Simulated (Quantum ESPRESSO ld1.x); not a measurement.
Q: Charge is removed step by step from the 4p level of Nb+, starting from [Kr] 4d4. Method: non-relativistic Kohn-Sham, PBE, spin-unpolarised, spherical densities, point nucleus; relativity is left out, which matters for an element this heavy; computed with ld1.x of Quantum ESPRESSO 7.5. At the starting occupation the eigenvalue is -40.295 eV. Estimate the energy to remove one whole electron from this level, the eigenvalue at the end, and how far E(n) bends from a straight line.

A: Delta-SCF 46.463 eV; final eigenvalue -52.984 eV; the deviation from the straight line is -1.589 eV at 0.5 electron removed, the largest on the grid computed. Slater's transition state (half an electron removed) gives 46.376 eV. Integrating minus the eigenvalue over the occupation (Janak's theorem) gives 46.463 eV. The mean slope of the eigenvalue, de/dn, is 12.7 eV per electron.
